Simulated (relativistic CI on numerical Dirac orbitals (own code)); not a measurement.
## Spin-allowed bands of a d3 ion in an octahedral site, by hand

Problem. Take Δ = 29650 cm⁻¹ and B = 600 cm⁻¹ for a d3 ion in an octahedral site. Calculate the three spin-allowed bands.

Working.
1. The terms of highest spin are 4F (energy 0) and 4P (15B = 9000 cm⁻¹). Here the F term splits into A2 at −1.2Δ = -35580, T2 at −0.2Δ = -5930 and T1 at +0.6Δ = 17790 cm⁻¹.
2. The two T1 states mix through the element 0.4Δ: H = [[17790, 11860], [11860, 9000]], with roots ½(H₁₁ + H₂₂) ∓ ½√[(H₂₂ − H₁₁)² + 4H₁₂²] = ½(26790) ∓ ½(25296) = 747 and 26043 cm⁻¹.
3. The ground term is 4A2 at -35580 cm⁻¹.
4. Bands: 4T2 29650 cm⁻¹ (337 nm), 4T1(F) 36327 cm⁻¹ (275 nm), 4T1(P) 61623 cm⁻¹ (162 nm).

Check. Exact diagonalisation of the whole d3 shell with these parameters gives 4T2 29650, 4T1 36327, 4T1 61623 cm⁻¹. The match is exact, since without spin-orbit coupling no other term has this spin. The ratio of the second band to the first, 1.225, depends on Δ/B = 49.4 alone, which is how a Tanabe-Sugano diagram is read.
